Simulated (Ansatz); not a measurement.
Br⁻ beside HBr: one fragment in the basis of the whole pair (the partner's atoms are ghosts).

The input file, in.yaml:

```yaml
crystal:
  periodic: [false, false, false]
  atoms:
    - {symbol: Br, position_ang: [-0.115601, 0.137484, -1.702867]}
basis:
  gaussian:
    orbitals: "def2-QZVPPD.json"
    ghost_atoms:
      - {symbol: Br, position_ang: [0.115605, -0.137490, 1.703107]}
      - {symbol: H, position_ang: [-0.000004, 0.000005, -0.000240]}
total_charge: -1
correlation: {method: mp2}
```

The basis file named in the input lies beside it (Basis Set Exchange, JSON).

Command:

```bash
ansatz run in.yaml --threads 2 --pin off --events-out ev --progress --plain --max-ram 5222MiB
```

What Ansatz 0.2.0 printed:

```
Functional definition: HF
  name "HF"
  cite "Fock, Z. Phys. 61, 126 (1930) doi:10.1007/BF01340294"
  parent pbe
  exchange = exact_x
  correlation = 0
1456 factors; integrals over basis functions are off by at most 1.4e-3 eV
mean field evaluation 1: about -70002.0308 eV, gradient 1.5e1 eV
mean field evaluation 2: about -70002.0482 eV, gradient 1.4e1 eV
mean field evaluation 4: about -70002.2582 eV, gradient 6.0e-1 eV
mean field evaluation 8: about -70002.2600 eV, gradient 7.0e-4 eV
mean field -70002.26004655 eV, -2572.5356074748 hartree, gradient 6.2e-6 eV, S^2 0.000000; 0 other end points of the search recorded, 0 dependent functions left out
9 core orbitals not correlated: weight in the atoms' cores, before any rotation towards them, 1.000 or more for the frozen orbitals, at most 0.000 for the correlated occupied ones
reference -70002.26004655 eV, -2572.5356074748 hartree; 9, 9 occupied and 211, 211 virtual orbitals, 1456 factors
second order -16.47799736 eV of doubles, -0.00000000 eV of singles
Total energy: -70018.73804391 eV, -2573.1411627085 hartree
```

Hardware: 2 CPU threads of an Intel Xeon Platinum 8488C, shared host. Wall time about 3.6 s.
